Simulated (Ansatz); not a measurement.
Mulliken charges of CH₃F₃Zr, SMILES `[CH3][Zr]([F])([F])[F]` from r2SCAN/def2-TZVPP in Ansatz (PBE0-D4/def2-TZVP geometry).

```
atom   x (Å)   y (Å)   z (Å)  charge (e)
  C1  -0.993  -0.178   0.565      -0.508
 Zr2   0.899   0.161  -0.511       1.411
  F3   2.239  -0.790   0.441      -0.382
  F4   0.649  -0.515  -2.268      -0.382
  F5   1.199   2.036  -0.497      -0.382
  H6  -0.930   0.187   1.596       0.081
  H7  -1.240  -1.245   0.600       0.081
  H8  -1.823   0.343   0.074       0.081
```

Problem. By hand: the dipole of these point charges (1 e Å = 4.8032 D).

Solution. Σ q r = (-0.112, -0.020, 0.064) e Å, of length 0.131 e Å = 0.63 D.

Problem. How does the dipole of the full density compare? (Estimate.)

Solution. Ansatz gave: (-0.189, -0.034, 0.107) e Å, 1.06 D; the point charges give 0.59 times that, at 0° from its direction.

Point charges leave out the atoms' own dipoles, such as those of lone pairs, and Mulliken's split depends on the basis, so the two needn't agree.
